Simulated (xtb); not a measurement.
Al(OH)(OMe)(SeH) (CH5AlO2Se), SMILES C[O][Al]([OH])[SeH]. All values are semi-empirical tight-binding results from xtb (GFN2-xTB unless named), good for trends rather than for accurate numbers. Coordinates come from a GFN2-xTB optimisation. One conformer was computed; it need not be the lowest.

Optimised geometry:

```xyz
10

Al     0.6793    -0.4142     0.1410
O      2.0376    -0.2418     1.0476
H      2.8597    -0.2695     1.5140
O      0.2580    -1.6410    -0.8719
C     -0.0693    -2.6983    -1.7235
H     -0.1804    -2.3292    -2.7458
H      0.7168    -3.4570    -1.7026
H     -1.0106    -3.1524    -1.4048
Se    -0.8558     1.2884     0.3000
H     -0.0694     2.0400     1.2423
```
Charge 0, spin multiplicity 1.

For metal compounds this method's bond lengths and energies can be far off.

Computed properties:
```yaml
point_group_as_xtb_finds_it: Cs
orbital_gap: 3.43 eV
zero_point_energy: 38.2 kcal/mol
G − E(el) at 298.15 K (modified RRHO): 16.3 kcal/mol
```

Computed atomic charges and the Wiberg bond orders between heavy atoms:
charges (e) Al1 0.41, O2 -0.47, H3 0.31, O4 -0.35, C5 0.05, H6 0.04, H7 0.04, H8 0.04, Se9 -0.23, H10 0.15. Bond orders Al1–O2 1.35, Al1–O4 1.31, O4–C5 0.97, Al1–Se9 1.16.
